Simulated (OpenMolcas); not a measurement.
**Zr III: terms and fine structure**

```yaml
Program: OpenMolcas
Method: "SS-CASPT2, IPEA 0.25 Eh, imaginary shift 0.1 Eh (closed shells correlated: 4s 4p)"
Basis: ANO-RCC-VQZP [8s7p5d3f2g1h]
Scalar_Hamiltonian: DKH2, point nucleus
Active_space: 2 electrons in 5 orbitals (4d)
State_averaging: 2S+1 = 3 even, 10 roots; 2S+1 = 1 even, 15 roots
Spin-orbit_coupling: state interaction with AMFI integrals over the reference wave functions, term energies averaged over their components
```

With spin-orbit coupling, above the lowest level:

| Configuration | Term | J | E (cm-1) | Measured (cm-1) | g | Term weight % |
| --- | --- | --- | --- | --- | --- | --- |
| 4d2 | 3F | 2 | 0.0 | 0.0 | 0.671 | 99 |
| 4d2 | 3F | 3 | 708 | 681 | 1.084 | 100 |
| 4d2 | 3F | 4 | 1530 | 1486 | 1.250 | 100 |
| 4d2 | 1D | 2 | 5290 | 5742 | 1.006 | 96 |
| 4d2 | 3P | 0 | 8630 | 8062 |  | 100 |
| 4d2 | 3P | 1 | 8910 | 8326 | 1.501 | 100 |
| 4d2 | 3P | 2 | 9420 | 8838 | 1.490 | 98 |
| 4d2 | 1G | 4 | 11250 | 11049 | 1.000 | 100 |
| 4d2 | 1S | 0 | 23530 | 23979 |  | 100 |

Against the 8 measured excited levels shown (Moore, Atomic Energy Levels, vol. II, NSRDS-NBS 35 (1971 reprint of NBS Circular 467, 1952); NIST levels as listed in Rynkun, Gaigalas and Jonsson, Astron. Astrophys. 637, A10 (2020)) the mean absolute deviation is 360 cm-1; the largest miss in energy is 4d2 3P1: computed 8910, measured 8326 cm-1 (+7.0 %).

Spin-orbit coupling puts the lowest level 918 cm-1 below the lowest spin-free term.

For 3F the intervals divided by the larger J are 236.2, 205.4 cm-1. Landé's interval rule makes them equal in pure LS coupling; they differ by 14 % of their mean. The multiplet is regular.

Term energies are means over components that CASPT2 splits; among the terms shown or strongly mixed into the levels shown the widest spread is 640 cm-1 (4d2 1G). Levels of configurations with an s electron are missing; early in the row they begin among the upper levels of the d shell and mix with terms of their name. Measured partners are found by configuration, term and J. A level has none where our copy of the source lacks it or the pairing is in doubt (some pairs that miss far off the trend of their configuration count as doubtful), and it then counts in no deviation. Levels of configurations outside the active space are missing.

The CASPT2 steps took 9.1 s on 1 thread of Arm Neoverse V2 (shared host); the integral step is not counted.

The term weight is that of the spin-free term in the level, not the purity of its configuration.
